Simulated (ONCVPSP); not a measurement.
# Building the ONCV potential for In (PBE, scalar-relativistic).

```
Element                 : In
Generator               : ONCVPSP 4.0.1
Type                    : optimised norm-conserving Vanderbilt (ONCV)
Functional              : PBE
Relativity              : scalar-relativistic
Frozen core             : [Kr] 4d10
Valence charge          : 3
Reference configuration : 5s1.5 5p1.5
Partial waves           : 5s: rc 1.85 bohr, ncon 4, nbas 8, qcut 2.9 1/bohr, 2 projectors, debl 2.8 Ha; 5p: rc 2.30 bohr, ncon 4, nbas 8, qcut 3 1/bohr, 2 projectors, debl 3.2 Ha; d scattering state at 0.13 Ha: rc 2.00 bohr, ncon 3, nbas 7, qcut 4.8 1/bohr, 3 projectors, debl 1.2 Ha
Local potential         : polynomial inside 1.45 bohr (lpopt 3, dvloc0 3 Ha)
Core correction         : Teter function, fcfact 1.75, rcfact 1.75
```

All-electron outer shells of the reference configuration (PBE, scalar-relativistic, ld1.x):

```csv
shell,level (eV),outermost node (bohr),outermost maximum (bohr)
4p,-78.99,0.42,0.82
4d,-19.45,0.40,0.94
5s,-8.73,1.02,2.13
5p,-2.88,1.14,2.81
```

Is a potential produced?

No. ONCVPSP 4.0.1 stopped with "ERROR pspot: first pseudo wave function has node, program will stop": the optimised pseudo-wave of the first projector has a node, so the radial equation cannot be inverted for a potential. It happened in the d channel.
